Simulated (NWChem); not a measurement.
System: C2H6OSi2; SMILES O[SiH2]C#C[SiH3]

Input file for NWChem:

```
start job
memory heap 200 mb stack 900 mb global 1100 mb
geometry units angstroms noautosym nocenter noautoz
  O     -2.759755    -0.014604     0.934167
  Si    -1.901833    -0.510438    -0.399172
  C     -0.122214    -0.057441    -0.249901
  C      1.063230     0.230561    -0.133966
  Si     2.841260     0.658551     0.038325
  H     -2.435337    -0.302421     1.792394
  H     -2.498111     0.191170    -1.562350
  H     -1.959147    -1.989992    -0.588792
  H      3.097247     1.134582     1.428180
  H      3.191535     1.734458    -0.932293
  H      3.670738    -0.550327    -0.233781
end
basis spherical
  * library 6-31g*
end
dft
  xc hfexch
  iterations 150
end
property
  shielding
end
task dft property
```

Coordinates come from a PBE0/def2-SVP optimisation.

GIAO values for the isolated, static molecule; σ is the absolute isotropic shielding, δ = σ(reference) − σ with the isolated reference molecule computed at the same levels (13C: tetramethylsilane, 1H: tetramethylsilane, 17O: water, 29Si: tetramethylsilane).

Atoms are numbered as in the input.

### Question
Predict the main results of this run. (Hartree-Fock/6-31G* (spherical d), GIAO.) Quantities: δ O1 (ppm); δ Si2 (ppm); δ C3 (ppm); δ C4 (ppm); δ Si5 (ppm); δ H6 (ppm); δ H8 (ppm).

### Answer
```yaml
"δ O1 (ppm)": 4.3
"δ Si2 (ppm)": -35.9
"δ C3 (ppm)": 112.8
"δ C4 (ppm)": 106.2
"δ Si5 (ppm)": -64.6
"δ H6 (ppm)": 1.15
"δ H8 (ppm)": 4.80
```
